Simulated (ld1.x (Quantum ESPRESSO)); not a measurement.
## What the settings do to the TM semilocal potential of Ni

Base potential:

ld1.x (Quantum ESPRESSO) 7.5 input, shortened:

```
&input
   title='Ni', zed=28., rel=1, dft='PBESOL', iswitch=3,
   config='[Ar] 3d9 4s1 4p0 4f-2'
 /
 &inputp
   pseudotype=1, tm=.true., lloc=1,
   nlcc=.false.
 /
4
4S  1  0   1.00   0.00  2.50  2.50  0.0
3D  3  2   9.00   0.00  1.15  1.15  0.0
4F  4  3  -2.00  -0.15  3.80  3.80  0.0
4P  2  1   0.00   0.00  3.80  3.80  0.0
 &test
   configts(1)='3d9 4s1 4p0'
 /
```

All-electron outer shells of the reference configuration (PBEsol, scalar-relativistic, ld1.x):

```json
{"shell": "3s", "level (eV)": "-105.72", "outermost node (bohr)": "0.30", "outermost maximum (bohr)": "0.64"}
{"shell": "3p", "level (eV)": "-66.33", "outermost node (bohr)": "0.27", "outermost maximum (bohr)": "0.65"}
{"shell": "3d", "level (eV)": "-4.67", "outermost node (bohr)": "–", "outermost maximum (bohr)": "0.63"}
{"shell": "4s", "level (eV)": "-4.49", "outermost node (bohr)": "0.93", "outermost maximum (bohr)": "2.35"}
{"shell": "4p", "level (eV)": "-0.70", "outermost node (bohr)": "1.02", "outermost maximum (bohr)": "3.60"}
```

Cutoffs, loose and tight: the cutoffs (Ry, on a coarse ladder) from which the occupation-weighted sum of valence levels, in a spherical-Bessel basis at the reference potential, stays within 10 and 1 mRy of its value at 400 Ry. They do not see the model core or the augmentation charge, which bear on the density cutoff. Test errors are all-electron minus pseudo excitation energies from the reference, over the configurations 3d8 4s2 4p0; 3d8 4s1 4p0; 3d8 4s0 4p0; 3d7 4s2 4p0; 3d8 4s0 4p2; 3d9 4s0 4p0; 3d8 4s1 4p1. A dash means not determined; rows that change the core or the reference have their own tests.

A true bound ghost makes a file unfit for plane-wave use even where its test errors are small: the radial tests pick states by their node count and pass the ghost by.

In the semilocal form every listed channel keeps its own potential, so the choice of the local channel does not act on these tests. It acts once the file is put into the separable form.

A semilocal file is local in each channel, so a ghost entry of none says nothing of the separable form that plane-wave codes build from it.

| change | outcome | cutoff, loose | cutoff, tight | bound ghosts | largest test error (meV) |
| --- | --- | --- | --- | --- | --- |
| base | generated | 180 Ry | 300 Ry | none | -300 |
| functional PBE | generated | 180 Ry | 300 Ry | none | -298 |
| wave 4f channel at -0.15 Ry: rc 3.80 bohr becomes 4f channel at -0.15 Ry: rc 4.50 bohr | generated | 180 Ry | 300 Ry | none | -300 |
| core correction a·sin(br)/r model core inside 0.60 bohr | generated | 180 Ry | 300 Ry | none | -414 |
| wave 3d (bound): rc 1.15 bohr becomes 3d (bound): rc 1.00 bohr | generated | 230 Ry | 300 Ry | none | -282 |
| wave 4p (bound): rc 3.80 bohr becomes 4p (bound): rc 5.64 bohr | generated | 180 Ry | 300 Ry | none | -300 |

(1) What comes out with this change to the base: form changed from semilocal to separable (Kleinman–Bylander), still TM?

(2) What comes out with this change to the base: wave 4s (bound): rc 2.50 bohr becomes 4s (bound): rc 3.78 bohr?

(3) What comes out with this change to the base: reference 3d8 4s1 4p1?

Results:

(1) outcome: generated; cutoff, loose: 180 Ry; cutoff, tight: 300 Ry; bound ghosts: f; largest test error (meV): -1577.

(2) outcome: generated; cutoff, loose: 180 Ry; cutoff, tight: 300 Ry; bound ghosts: none; largest test error (meV): +793.

(3) outcome: generated; cutoff, loose: 180 Ry; cutoff, tight: 300 Ry; bound ghosts: none; largest test error (meV): -147.
